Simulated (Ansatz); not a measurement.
```xyz
11

C     0.442   -2.438   -1.302
C     0.381   -1.405   -0.518
C     0.326   -0.384    0.287
Cl    1.705    0.012    1.282
O    -0.743    0.406    0.448
Si   -0.738    2.053    0.723
H     0.809   -2.357   -2.322
H     0.126   -3.423   -0.968
H     0.192    2.726   -0.217
H    -2.138    2.453    0.466
H    -0.362    2.357    2.122
```

Total charge 0; spin multiplicity 1.

(1) List the CAM-B3LYP/def2-TZVPP orbital energies in eV (Ansatz). (Best estimate.)

Results:

(1) Ansatz gave: Occupied: -2764.91, -1801.80, -523.51, -282.27, -279.52, -279.40, -259.66, -198.77, -198.54, -198.53, -146.30, -101.68, -101.60, -101.60, -31.48, -25.99, -23.75, -21.32, -18.37, -16.27, -15.33, -15.08, -14.68, -13.87, -12.45, -11.55, -11.17, -10.91, -10.69, -9.60, -8.18. Lowest empty: 0.30, 1.23, 1.45, 2.31, 2.56, 2.74, 2.92, 3.21.
